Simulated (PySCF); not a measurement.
## Working out the ionisation energy of Ne²⁺

Ne²⁺ [He] 2s2 2p4 (3P) → Ne³⁺ [He] 2s2 2p3 (4S). Calculation: PySCF 2.14, in aug-cc-pwCVTZ (7s6p4d2f, 59 functions); the non-relativistic Hamiltonian (point nucleus). Frozen: 1s2. Energies in hartree (1 hartree = 27.21139 eV):

```tsv
part	Ne²⁺ (lower)	Ne³⁺ (upper)
UHF	-126.367294	-124.096084
CCSD correlation	-0.166866	-0.120439
(T)	-0.001726	-0.001008
```

Question: What does Hartree-Fock give?

Answer: (-124.096084) − (-126.367294) = 2.271210 hartree = 61.803 eV.

Question: What do CCSD and CCSD(T) give?

Answer: The CCSD correlation energies differ by 0.046427 hartree = 1.263 eV and the triples by 0.000718 hartree = 0.020 eV, so CCSD gives 63.066 eV and CCSD(T) 63.086 eV.

A first-order spin-orbit estimate adds 0.037 eV to CCSD(T) (valence), giving 63.123 eV against 63.423 eV (measured; NIST Atomic Spectra Database, ionization energies).

What remains against the reference includes basis incompleteness, the frozen core and higher excitations.
